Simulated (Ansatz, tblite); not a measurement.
Cost and result up the ladder for the cluster BeCl₃⁻ (the lowest singlet isomer of a short search) (4 atoms). The state is a singlet with charge -1. Geometry: PBE0-D4/def2-TZVPD.

Cartesian coordinates in Å:
```
Be 0.000 0.000 0.001
Cl 1.211 -1.249 -0.838
Cl 0.353 1.896 -0.090
Cl -1.564 -0.647 0.927
```

Ansatz on 4 threads of Arm Neoverse V1 on a shared host; xTB runs through tblite on one thread. Times are rough, summed over both states, and most runs start from the orbitals of an earlier one. PBE-QIDH/def2-TZVPD serves as the yardstick here, not as an exact answer. Differences are given only for rows in sets of like size (and for xTB, whose basis is part of the method), since another set adds its own error. The other state is a triplet at its own geometry.

The xTB rows come from tblite. Correlated methods freeze 15 core orbitals. In the triplet, Cl2 and Cl3 lie 2.57 Å apart (atoms count from 1), so these atoms are partly bonded to each other. The structure comes from a short search, and lower isomers may exist.

Correlated methods converge slowly with the basis.

xTB has no spin-polarisation term.

| level | functions | triplet − singlet (eV) | difference from PBE-QIDH/def2-TZVPD (eV) | remarks |
| --- | --- | --- | --- | --- |
| GFN1-xTB | 31 | 5.65 | 0.22 | – |
| r2SCANh-D4/def2-TZVPD | 160 | 5.11 | -0.33 | HOMO above zero (triplet) |
| PBE-D4/def2-TZVPD | 160 | 4.87 | -0.57 | HOMO above zero (triplet) |
| GFN2-xTB | 31 | 5.00 | -0.43 | – |
| RPA@PBE/def2-TZVPD | 160 | 5.08 | -0.35 | – |
| r2SCAN-D4/def2-TZVPD (with forces) | 160 | 5.04 | -0.39 | HOMO above zero (triplet) |
| HF/STO-3G | 32 | 5.97 | – | HOMO above zero (triplet) |
| MP2/def2-TZVPD | 160 | 5.56 | 0.13 | – |
| PBE0-D4/def2-TZVPD | 160 | 5.12 | -0.31 | HOMO above zero (triplet) |
| BHLYP-D4/def2-TZVPD | 160 | 5.44 | 0.00 | – |
| LDA (SPW92)/def2-TZVPD | 160 | 4.99 | -0.44 | HOMO above zero (triplet) |
| PBE-QIDH/def2-TZVPD | 160 | 5.43 | 0.00 | – |
| ωB97M-V/def2-TZVPD | 160 | 5.55 | 0.11 | – |

**Question.** Estimate how long each takes.

**Answer.** GFN1-xTB 0.008 s; GFN2-xTB 0.008 s; HF/STO-3G 0.2 s; LDA (SPW92)/def2-TZVPD 1.8 s; PBE-D4/def2-TZVPD 3.3 s; MP2/def2-TZVPD 3.4 s; RPA@PBE/def2-TZVPD 5.6 s; PBE0-D4/def2-TZVPD 6.3 s; BHLYP-D4/def2-TZVPD 6.5 s; r2SCAN-D4/def2-TZVPD (with forces) 8.3 s; PBE-QIDH/def2-TZVPD 9.1 s; r2SCANh-D4/def2-TZVPD 9.2 s; ωB97M-V/def2-TZVPD 16 s. On shared hardware such times vary by a factor of up to 3.
